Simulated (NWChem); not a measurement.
System: GaH₃O₃; SMILES [OH][Ga]([OH])[OH]

Here is an NWChem input.

```
start job
memory heap 200 mb stack 900 mb global 1100 mb
geometry units angstroms noautosym nocenter noautoz
  Ga     0.000000     0.000000     0.000000
  O     -1.236211    -1.272424     0.000000
  H     -2.134638    -0.925705     0.000000
  O     -0.483846     1.706802     0.000000
  H      0.265635     2.311503     0.000000
  O      1.720057    -0.434378     0.000000
  H      1.869002    -1.385798     0.000000
end
basis spherical
  * library def2-svp
end
dft
  xc b3lyp
  iterations 150
end
property
  response 1 0.0773
end
task dft property
```

Excerpt of the output:

```
             Northwest Computational Chemistry Package (NWChem) 7.3.0
             --------------------------------------------------------

                             Geometry "geometry" -> ""
                             -------------------------

 Output coordinates in angstroms (scale by  1.889725989 to convert to a.u.)

  No.       Tag          Charge          X              Y              Z
 ---- ---------------- ---------- -------------- -------------- --------------
    1 Ga                  31.0000     0.00000000     0.00000000     0.00000000
    2 O                    8.0000    -1.23621100    -1.27242400     0.00000000
    3 H                    1.0000    -2.13463800    -0.92570500     0.00000000
    4 O                    8.0000    -0.48384600     1.70680200     0.00000000
    5 H                    1.0000     0.26563500     2.31150300     0.00000000
    6 O                    8.0000     1.72005700    -0.43437800     0.00000000
    7 H                    1.0000     1.86900200    -1.38579800     0.00000000

 Effective nuclear repulsion energy (a.u.)     297.0795780422

                              NWChem Property Module
                              ----------------------

                                 NWChem DFT Module
                                 -----------------

 Summary of "ao basis" -> "ao basis" (spherical)
 ------------------------------------------------------------------------------
       Tag                 Description            Shells   Functions and Types
 ---------------- ------------------------------  ------  ---------------------
 Ga                         def2-svp                12       32   5s4p3d
 O                          def2-svp                 6       14   3s2p1d
 H                          def2-svp                 3        5   2s1p

            General Information
            -------------------
          SCF calculation type: DFT
          Wavefunction type:  closed shell.
          No. of atoms     :     7
          No. of electrons :    58
           Alpha electrons :    29
            Beta electrons :    29
          Charge           :     0
          Spin multiplicity:     1
          Use of symmetry is: off; symmetry adaption is: off
          Maximum number of iterations: 150
          AO basis - number of functions:    89
                     number of shells:    39
          Convergence on energy requested:  1.00D-06
          Convergence on density requested:  1.00D-05
          Convergence on gradient requested:  5.00D-04

              XC Information
              --------------
                         B3LYP Method XC Potential
                     Hartree-Fock (Exact) Exchange  0.200
                        Slater Exchange Functional  0.800 local
                    Becke 1988 Exchange Functional  0.720 non-local
              Lee-Yang-Parr Correlation Functional  0.810
                  VWN I RPA Correlation Functional  0.190 local

             Grid Information
             ----------------
          Grid used for XC integration:  medium
          Radial quadrature: Mura-Knowles
          Angular quadrature: Lebedev.
          Tag              B.-S. Rad. Rad. Pts. Rad. Cut. Ang. Pts.
          ---              ---------- --------- --------- ---------
          Ga                  1.30      112           8.0       590
          O                   0.60       49          10.0       434
          H                   0.35       45          11.0       434
          Grid pruning is: on
          Number of quadrature shells:   394
          Spatial weights used:  Erf1

      Superposition of Atomic Density Guess
      -------------------------------------

 Sum of atomic energies:       -2148.54715969

      Non-variational initial energy
      ------------------------------

 Total energy =   -2149.260346
 1-e energy   =   -3587.030219
 2-e energy   =    1140.690295
 HOMO         =      -0.480169
 LUMO         =      -0.064846

   convergence    iter        energy       DeltaE   RMS-Dens  Diis-err
 ---------------- ----- ----------------- --------- --------- ---------
 d= 0,ls=0.0,diis     1  -2151.8966501148 -2.45D+03  1.88D-02  1.22D+00
 d= 0,ls=0.0,diis     2  -2151.7437288891  1.53D-01  1.06D-02  3.00D+00
 d= 0,ls=0.0,diis     3  -2152.0345942661 -2.91D-01  1.15D-03  4.01D-02
 d= 0,ls=0.0,diis     4  -2152.0368698984 -2.28D-03  3.83D-04  7.84D-03
 d= 0,ls=0.0,diis     5  -2152.0372403263 -3.70D-04  7.62D-05  2.46D-04
  Resetting Diis
 d= 0,ls=0.0,diis     6  -2152.0372545955 -1.43D-05  5.81D-06  4.68D-07
 d= 0,ls=0.0,diis     7  -2152.0372546362 -4.07D-08  2.57D-06  2.53D-08

         Total DFT energy =    -2152.037254636196
      One electron energy =    -3589.510143726080
           Coulomb energy =     1242.527394569981
    Exchange-Corr. energy =     -102.134083522248
 Nuclear repulsion energy =      297.079578042151

 Numeric. integr. density =       57.999995726370

                       DFT Final Molecular Orbital Analysis
                       ------------------------------------

 Vector   27  Occ=2.000000D+00  E=-3.324066D-01
              MO Center= -6.8D-01,  4.4D-01,  5.4D-10, r^2= 3.2D+00
   Bfn.  Coefficient  Atom+Function         Bfn.  Coefficient  Atom+Function
  ----- ------------  ---------------      ----- ------------  ---------------
    37      0.369001  2 O  py                55     -0.330620  4 O  px
    56      0.318862  4 O  py                40      0.258512  2 O  py
    59      0.225059  4 O  py                58     -0.221381  4 O  px
    13     -0.173946  1 Ga py                22     -0.126025  1 Ga d  2
    74     -0.111322  6 O  px                10      0.110014  1 Ga py

 Vector   28  Occ=2.000000D+00  E=-3.045953D-01
              MO Center=  7.2D-01, -4.8D-01, -1.4D-09, r^2= 2.9D+00
   Bfn.  Coefficient  Atom+Function         Bfn.  Coefficient  Atom+Function
  ----- ------------  ---------------      ----- ------------  ---------------
    76      0.508375  6 O  pz                79      0.384232  6 O  pz
    38     -0.327005  2 O  pz                41     -0.249547  2 O  pz
    57     -0.181374  4 O  pz                60     -0.134688  4 O  pz
    21      0.097684  1 Ga d  1              31     -0.063165  1 Ga d  1

 Vector   29  Occ=2.000000D+00  E=-3.045951D-01
              MO Center= -7.2D-01,  4.8D-01, -1.9D-09, r^2= 2.9D+00
   Bfn.  Coefficient  Atom+Function         Bfn.  Coefficient  Atom+Function
  ----- ------------  ---------------      ----- ------------  ---------------
    57      0.482308  4 O  pz                38     -0.398226  2 O  pz
    60      0.365913  4 O  pz                41     -0.299598  2 O  pz
    19     -0.097684  1 Ga d -1              76     -0.084080  6 O  pz
    79     -0.066313  6 O  pz                29      0.063165  1 Ga d -1

 Vector   30  Occ=0.000000D+00  E=-3.662545D-02
              MO Center= -1.6D-06, -4.5D-06,  9.5D-09, r^2= 4.6D+00
   Bfn.  Coefficient  Atom+Function         Bfn.  Coefficient  Atom+Function
  ----- ------------  ---------------      ----- ------------  ---------------
     5      0.890925  1 Ga s                 35     -0.369934  2 O  s
    54     -0.369932  4 O  s                 73     -0.369931  6 O  s
     4      0.257759  1 Ga s                  3     -0.238331  1 Ga s
    74      0.183610  6 O  px                48      0.176228  3 H  s
    67      0.176231  5 H  s                 86      0.176230  7 H  s

 Vector   31  Occ=0.000000D+00  E= 1.028065D-02
              MO Center=  3.3D-07,  2.5D-07, -6.3D-10, r^2= 3.9D+00
   Bfn.  Coefficient  Atom+Function         Bfn.  Coefficient  Atom+Function
  ----- ------------  ---------------      ----- ------------  ---------------
    17      0.762027  1 Ga pz                14      0.407503  1 Ga pz
    38     -0.208834  2 O  pz                41     -0.208745  2 O  pz
    57     -0.208834  4 O  pz                60     -0.208745  4 O  pz
    76     -0.208834  6 O  pz                79     -0.208745  6 O  pz
    11     -0.199193  1 Ga pz                 8      0.064074  1 Ga pz

 Vector   32  Occ=0.000000D+00  E= 6.241203D-02
              MO Center=  6.8D-01,  2.6D-01, -4.0D-10, r^2= 6.8D+00
   Bfn.  Coefficient  Atom+Function         Bfn.  Coefficient  Atom+Function
  ----- ------------  ---------------      ----- ------------  ---------------
    54      0.687368  4 O  s                 67     -0.636159  5 H  s
    16     -0.608109  1 Ga py                86      0.560083  7 H  s
    73     -0.448533  6 O  s                 35     -0.238836  2 O  s
    78      0.226415  6 O  py                15      0.224739  1 Ga px
    75      0.202849  6 O  py                58      0.160049  4 O  px

     Multipole analysis of the density
     ---------------------------------

     L   x y z        total         alpha         beta         nuclear
     -   - - -        -----         -----         ----         -------
     0   0 0 0     -0.000000    -29.000000    -29.000000     58.000000

     1   1 0 0     -0.000002      0.000000      0.000000     -0.000002
     1   0 1 0      0.000001      0.000000      0.000000      0.000000
     1   0 0 1     -0.000000     -0.000000     -0.000000      0.000000

[...]

 DFT Linear Response polarizability / au
 Frequency  =       0.0773000 / au
 Wavelength =     589.4353558 / nm
              X              Y              Z
 -----------------------------------------------
 X      35.4331563      0.0000640      0.0000000
 Y      -0.0000345     35.4331418     -0.0000000
 Z       0.0000000     -0.0000000     22.6047568
 -----------------------------------------------
 Eigenvalues =      35.4332135     35.4330846     22.6047568
 Isotropic   =      31.1570183
 Anisotropic =      12.8283923
 -----------------------------------------------

 Magnetic Dipole Response Matrix (nonzero elements):

 Exiting AOResponse driver routine
```

Level: B3LYP/def2-SVP. Structure relaxed at the PBE0/def2-SVP level.
